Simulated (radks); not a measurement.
The numbers below are computed, except where a source is named.
Species: F+. Configuration: [He] 2s2 2p4 (the NIST ground configuration). Level of theory: non-relativistic Kohn-Sham, BLYP, spin-polarised, spherical densities, point nucleus; open shells are filled with parallel spins first (a radial shooting solver on a logarithmic mesh with Libxc functionals).

Radial electron density D(r) = 4 pi r^2 rho(r):

```
   r/bohr * D(r) (the largest magnitude, 9.72, reaches the edge; | marks zero)
  0.01747 |      *
  0.02151 |         *
  0.02649 |             *
  0.03261 |                  *
  0.04015 |                        *
  0.04943 |                               *
  0.06086 |                                       *
  0.07494 |                                              *
  0.09226 |                                                    *
   0.1136 |                                                      *
   0.1399 |                                                    *
   0.1708 |                                              *
   0.2103 |                                     *
    0.259 |                            *
   0.3188 |                       *
   0.3925 |                      *
   0.4833 |                          *
    0.595 |                               *
   0.7326 |                                *
    0.902 |                             *
    1.111 |                      *
    1.367 |             *
    1.684 |      *
    2.073 |  *
    2.552 |*
    3.142 *
    3.869 *
```

D(r) has 2 maxima, at r = 0.115, 0.710 bohr, and minima at 0.357 bohr, inside which lie 2.20 electrons.
